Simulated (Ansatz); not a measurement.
`[SiH3]N/C=[C]1\[NH][AlH]1`, relaxed with RKS PBE0-D4/def2-TZVP in the Gaussian-basis code of Ansatz from a PBE-D4/def2-SVP geometry. The force threshold is 0.005 eV/Å; the program also tests the step.

The species carries charge 0 and has multiplicity 1.

Start:

```xyz
13

Si   -2.524    0.293   -0.635
N    -0.797    0.361   -0.392
C    -0.025   -0.537    0.378
C     1.311   -0.468    0.563
N     2.318    0.475    0.071
Al    3.107   -0.763    1.063
H    -3.282    0.385    0.668
H    -2.990   -0.977   -1.311
H    -2.863    1.469   -1.507
H    -0.263    1.048   -0.927
H    -0.591   -1.351    0.858
H     2.101    1.314   -0.474
H     4.498   -1.248    1.645
```

Problem. How much energy does the relaxation release, and in how many steps? (An estimate is asked.)

Solution. Ansatz gave: 1.89 kcal/mol, in 32 steps.

Problem. Which bonds change most? (Best estimate.)

Solution. Computed: C4–Al6 from 1.887 to 1.859 Å; Si1–N2 from 1.745 to 1.717 Å; N5–Al6 from 1.773 to 1.746 Å; Si1–H8 from 1.512 to 1.489 Å.

Problem. Give the relaxed structure. (Best estimate.)

Solution. Computed: 
```xyz
13

Si   -2.449    0.367   -0.540
N    -0.741    0.211   -0.629
C     0.019   -0.723    0.096
C     1.290   -0.555    0.453
N     2.183    0.571    0.242
Al    3.033   -0.700    1.083
H    -2.952    0.889    0.765
H    -3.087   -0.962   -0.747
H    -2.851    1.310   -1.617
H    -0.204    0.913   -1.112
H    -0.491   -1.648    0.343
H     1.865    1.473   -0.077
H     4.387   -1.146    1.739
```
